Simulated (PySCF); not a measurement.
Numbering as in the mapped SMILES `[CH3:1][O:2][c:3]1[cH:4][cH:5][cH:6][cH:7][c:8]1[F:9]`; H(Xn) means a hydrogen on atom n.

Calculated, not measured (PySCF 2.14): σ from GIAO-PBE/pcSseg-1, couplings computed with B3LYP/pcJ-1 (spin–dipole term only in couplings to heteroatoms), PBE0-D3(BJ)/def2-SVP structure. Relativity neglected, one conformer, in vacuum, rapidly exchanging positions averaged.

δ = σ(ref) − σ, references computed at the same level: TMS for $^{1}$H.

The spectrum was simulated from the full spin Hamiltonian at 200 MHz with 1.2 Hz Lorentzian lines, from shifts rounded to 0.01 ppm and J to 0.1 Hz, couplings under 1 Hz left out.

Q: List the maxima of its $^{1}$H spectrum with integrals.

A: 
Maxima in ppm (height), grouped by integral:
3H: 6.987 (6), 6.979 (6), 6.943 (13), 6.924 (5), 6.911 (3), 6.902 (9), 6.887 (9), 6.880 (5), 6.849 (4), 6.842 (5), 6.829 (5), 6.822 (5), 6.813 (3), 6.800 (6), 6.788 (4), 6.784 (4), 6.778 (2), 6.764 (2), 6.758 (2)
1H: 6.565 (6), 6.558 (4), 6.520 (9), 6.479 (5), 6.474 (4)
3H: 3.740 (100)

Q: Summarise it as multiplets with assignments.

A: $^{1}$H NMR (200 MHz, computed): δ 6.94 (m, 1H, H(C5)), 6.93 (m, 1H, H(C7)), 6.80 (m, 1H, H(C6)), 6.52 (m, 1H, H(C4)), 3.74 (s, 3H, H(C1)). These are first-order names; overlap and second-order distortion can hide them in the list.

Splittings below 1 Hz are ignored in the labels, and close J values are merged. Unscaled 3J(H,H) at this level run about 10 % above measured values.
